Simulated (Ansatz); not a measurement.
Reaction (substitution at a C–O bond): `BN[SiH2]OC` + `C[SiH](N)O` → `CO[SiH](C)N` + `BN[SiH2]O`

Calculated with Ansatz (gas phase, PBE0-D4/def2-TZVP geometries, no zero-point term in ΔE). CCSD(T)/CBS adds triple-zeta CCSD(T) − MP2 to the extrapolated MP2 energy (def2 sets, frozen cores). DFT in def2-TZVPP. Each species was taken in one conformer, which may not be the lowest.

Task: Is it downhill or uphill in electronic energy at CCSD(T)/CBS, and by how much? (Estimate.)

Result: The calculation gave: Downhill: ΔE = -3.5 kJ/mol.

Task: What do these levels give: ωB97X-V, B2PLYP, PBE, r2SCAN, CCSD/def2-TZVPP, SCS-MP2/def2-QZVPP? (Best estimate.)

Result: Ansatz gave: ωB97X-V -3.9, B2PLYP -2.7, PBE -2.9, r2SCAN -2.7, CCSD/def2-TZVPP -3.0, SCS-MP2/def2-QZVPP -3.0 kJ/mol.

Largest T1 diagnostic among the species: 0.012.

In def2-TZVPP, CCSD(T) changes the Hartree–Fock value by −3.1 kJ/mol (the triples alone add −0.6 kJ/mol) and MP2 by −3.5 kJ/mol.
